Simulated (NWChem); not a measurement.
System: HTeOF; SMILES O[Te]F

```xyz
4

Te     0.3341     0.0097    -0.0042
F     -0.8734    -1.5099    -0.0082
O     -1.0230     1.4353    -0.0679
H     -1.3296     1.6012     0.8340
```
Atoms are numbered in this order, from 1.

Computed with NWChem. Geometry: optimised at PBE0/def2-SVP. def2 effective core potentials on Te; no spin-orbit coupling. Ions are spin-unrestricted doublets at the neutral geometry; other ion states weren't tried. Functional: LC-ωPBE (HJS hole) with def2-SVP; the question gives the range parameter ω in 1/bohr.

Task: Predict the results for range parameter (1/bohr) 0.15. Quantities: vertical ionisation energy, ΔSCF (eV); −ε(HOMO) (eV).

Result: 
```yaml
vertical ionisation energy, ΔSCF (eV): 8.65
"−ε(HOMO) (eV)": 7.13
```
